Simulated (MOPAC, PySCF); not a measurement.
H$_{4}$BrGaN$_{2}$, SMILES `[NH2][Ga]([NH2])[Br]`, neutral singlet in the gas phase. 

Z-matrix (Å, degrees):
```
Ga
N 1 1.8003
H 2 1.0044 1 124.40
H 2 1.0044 3 112.97 1 -172.18
N 1 1.8003 2 125.20 3 4.75
H 5 1.0044 1 124.39 2 4.77
H 5 1.0044 6 112.96 1 -172.14
Br 1 2.2872 2 117.40 3 -175.25
```
Charge 0, multiplicity 1.

All levels are single points at this geometry (CAM-B3LYP-D3(BJ)/def2-TZVP); Pople sets use spherical d functions. Orbital energies aren't observables, and empty levels follow the basis.

CAM-B3LYP-D3(BJ)/def2-TZVP in PySCF gives HOMO (eV) = -8.67.

### Question
Estimate the HOMO (eV) from each of these levels: PBE-D3(BJ)/def2-TZVP in PySCF; TPSSh-D3(BJ)/def2-TZVP in PySCF; B3LYP/3-21G in PySCF; B3LYP/6-311+G** (LANL2DZ on Br, Ga) in PySCF; AM1 in MOPAC.

### Answer

| level | HOMO (eV) |
|---|---|
| PBE-D3(BJ)/def2-TZVP in PySCF | -5.79 |
| TPSSh-D3(BJ)/def2-TZVP in PySCF | -6.42 |
| B3LYP/3-21G in PySCF | -6.15 |
| B3LYP/6-311+G** (LANL2DZ on Br, Ga) in PySCF | -7.11 |
| AM1 in MOPAC | -9.55 |
